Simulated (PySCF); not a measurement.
Excitations are Tamm–Dancoff values on a coarser integration grid. The basis has no diffuse functions, so Rydberg states are missing or too high.

Cartesian coordinates (Å):
SMILES: O[Si](O)(O)O
```xyz
9

O     -0.9521    -1.1300     0.6905
Si     0.0000     0.0000     0.0000
O     -0.6227     0.2845    -1.4804
O      0.0571     1.4419     0.7602
O      1.5178    -0.5964     0.0297
H     -0.5788    -1.6086     1.4317
H     -0.9804    -0.4724    -1.9463
H     -0.6691     2.0435     0.5907
H      2.2283     0.0376    -0.0762
```
Charge 0, spin multiplicity 1.

Question: Predict the HOMO–LUMO gap, S1–T1 gap (TDA), T1 excitation (TDA), dipole moment, brightest of the four lowest singlets (TDA), S1 excitation (TDA), S1 oscillator strength and LUMO from PBE-D3(BJ)/def2-TZVP // PBE0-D3(BJ)/def2-TZVP in PySCF.

Answer: 
```json
{
 "HOMO–LUMO gap": "6.91 eV",
 "S1–T1 gap (TDA)": "0.20 eV",
 "T1 excitation (TDA)": "6.80 eV",
 "dipole_moment": "0.00 D",
 "brightest of the four lowest singlets (TDA)": "7.86 eV",
 "S1 excitation (TDA)": "7.00 eV",
 "S1 oscillator strength": "0.005",
 "LUMO": "-0.42 eV"
}
```
